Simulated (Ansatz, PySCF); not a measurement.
Gas-phase reaction in SMILES: C[SiH]B(O)O -> [CH2][SiH2]B(O)O
Each molecule is optimised on its own at B3LYP-D3(BJ)/def2-TZVP (Ansatz, a first-principles code), one conformer each, not searched for the lowest. Frequencies are from PySCF.

Wanted: isomerisation energy (enthalpy at 298 K, with B3LYP-D3(BJ) rigid-rotor harmonic-oscillator terms), in kcal/mol. Valence correlation only, unless marked. Open shells are spin-unrestricted. No spin-orbit coupling. Non-relativistic. CBS marks a two-point X^-3 extrapolation of the correlation energy; Hartree-Fock from the larger set.

CCSD(T)/CBS(cc-pV(T+d)Z,cc-pV(Q+d)Z) (Ansatz) gives 11.8 kcal/mol.

Question: Another calculation gave 13.1 kcal/mol. Which level was it?
(A) SVWN5/def2-TZVPD (Ansatz)
(B) BHLYP/def2-TZVPD (Ansatz)
(C) PBE-QIDH/def2-TZVPD (Ansatz)

Answer: C, PBE-QIDH/def2-TZVPD (Ansatz). The others give 17.5 (SVWN5), 9.5 (BHLYP) kcal/mol.
